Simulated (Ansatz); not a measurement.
Geometry optimisation, UKS B3LYP/STO-3G (Ansatz 0.2.0).

input.yaml

```yaml
crystal:
  periodic: [false, false, false]
  atoms:
    - { symbol: C, position_ang: [-0.0717, -1.9724, 0.7442] }
    - { symbol: C, position_ang: [0.3636, -0.7955, 0.1952] }
    - { symbol: C, position_ang: [1.7633, -0.8471, -0.3308] }
    - { symbol: "N", position_ang: [-0.2647, 0.4408, 0.0785] }
    - { symbol: C, position_ang: [0.3167, 1.5923, -0.5584] }
    - { symbol: Si, position_ang: [-2.0319, 0.7239, 0.2922] }
    - { symbol: H, position_ang: [0.5064, -2.8285, 0.7949] }
    - { symbol: H, position_ang: [-1.0799, -1.9901, 1.1376] }
    - { symbol: H, position_ang: [2.2286, -1.8384, -0.2115] }
    - { symbol: H, position_ang: [1.8429, -0.5504, -1.3465] }
    - { symbol: H, position_ang: [2.4317, -0.1878, 0.2917] }
    - { symbol: H, position_ang: [-0.1803, 2.5618, -0.348] }
    - { symbol: H, position_ang: [0.3484, 1.4837, -1.6411] }
    - { symbol: H, position_ang: [1.2967, 1.7552, -0.1167] }
    - { symbol: H, position_ang: [-2.5792, -0.2049, 1.3439] }
    - { symbol: H, position_ang: [-2.2244, 2.1528, 0.7262] }
    - { symbol: H, position_ang: [-2.685, 0.5042, -1.0113] }
magnetization:
  spin_polarized: true
basis:
  gaussian: { orbitals: STO-3G }
hamiltonian:
  xc: b3lyp
relax:
  f_tol: 0.02
  max_steps: 40
```

Command:

```bash
$ ansatz run input.yaml --threads 1 --pin off --max-ram 2048MiB --backend cpu --events-out ev --progress --plain --runs-dir out
```

Q: Where does it end, and by what steps?

A: The run converged. The force dipped under the threshold on the way, but the program's further checks kept it going. Limits of this set-up: minimal basis. After 17 steps the energy has fallen by 0.815 eV; H17 moved furthest, 0.81 Å.

| step | energy less start (eV) | largest force component (eV/Å) | accepted |
| --- | --- | --- | --- |
| 0 | 0.0000 | 4.346 | yes |
| 1 | -0.7081 | 1.263 | yes |
| 2 | -0.7553 | 0.326 | yes |
| 3 | -0.7648 | 0.179 | yes |
| 4 | -0.7745 | 0.123 | yes |
| 5 | -0.7851 | 0.211 | yes |
| 6 | -0.7913 | 0.398 | yes |
| 7 | -0.7435 | 1.463 | no |
| 8 | -0.8103 | 0.158 | yes |
| 9 | -0.8030 | 0.672 | no |
| 10 | -0.8127 | 0.049 | yes |
| 11 | -0.8124 | 0.136 | no |
| 12 | -0.8135 | 0.020 | yes |
| 13 | -0.8140 | 0.013 | yes |
| 14 | -0.8143 | 0.021 | yes |
| 15 | -0.6743 | 1.623 | no |
| 16 | -0.8144 | 0.051 | yes |
| 17 | -0.8145 | 0.016 | yes |

```xyz
17
Properties=species:S:1:pos:R:3
C -0.277 -1.922 0.459
C 0.357 -0.777 0.116
C 1.865 -0.795 -0.209
N -0.301 0.500 0.068
C 0.401 1.632 -0.606
Si -2.019 0.649 0.465
H 0.273 -2.861 0.533
H -1.344 -1.963 0.688
H 2.249 -1.820 -0.106
H 2.060 -0.454 -1.239
H 2.429 -0.142 0.478
H -0.192 2.553 -0.471
H 0.531 1.470 -1.697
H 1.401 1.807 -0.169
H -2.261 0.145 1.798
H -2.333 2.056 0.398
H -2.858 -0.076 -0.467
```

Whether the end is a true minimum wasn't checked by a vibrational analysis.

Time of the run: 5.7 min on 1 thread of Intel(R) Xeon(R) Processor @ 2.50GHz (Skylake/Cascade Lake), with other jobs on the host, peak memory 0.18 GiB.
